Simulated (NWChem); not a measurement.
Species: ZnF2; SMILES [F][Zn][F]

Program: NWChem. Pople sets run with spherical d functions. All runs use the structure optimised with PBE-D3(BJ)/def2-SVP. Level M06-2X/6-31G*: energy and gradient on several grids; changes count from the extra-fine grid, which is no exact limit either.

### Question
Which is the coarsest grid (xfine; coarse; xcoarse; medium; fine) from which on the energy stays within 100 μHa and each gradient component within 200 μHa/bohr of xfine?

### Answer
medium.
```json
[
 {"grid": "xcoarse", "size of the energy change (μHa)": "40000", "largest change of a gradient component (μHa/bohr)": "1000"},
 {"grid": "coarse", "size of the energy change (μHa)": "600", "largest change of a gradient component (μHa/bohr)": "500"},
 {"grid": "medium", "size of the energy change (μHa)": "60", "largest change of a gradient component (μHa/bohr)": "100"},
 {"grid": "fine", "size of the energy change (μHa)": "< 10", "largest change of a gradient component (μHa/bohr)": "60"},
 {"grid": "xfine", "size of the energy change (μHa)": "< 10", "largest change of a gradient component (μHa/bohr)": "< 30"}
]
```
